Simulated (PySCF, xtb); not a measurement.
Ta(O)(OH)2(NH2) (H4NO3Ta), SMILES [NH2][Ta]([OH])(=[O])[OH], multiplicity 1. The values are those of a single conformer.

Harmonic wavenumbers (cm⁻¹) from xtb with GFN2-xTB at its own minimum, in rising order: 119, 123, 140, 147, 179, 256, 336, 348, 357, 387, 417, 478, 505, 515, 590, 778, 1515, 3396, 3435, 3642, 3647.

What does PBE-D3(BJ)/def2-SVP run with PySCF give at its own minimum? (An estimate is asked for; the answer gives what the named calculation found.)

168, 171, 175, 181, 205, 310, 326, 341, 432, 481, 486, 574, 662, 685, 692, 957, 1462, 3472, 3569, 3791, 3794. Paired by order, the mean absolute difference is 84 cm⁻¹ and the zero-point energies are 30.5 and 32.8 kcal/mol.
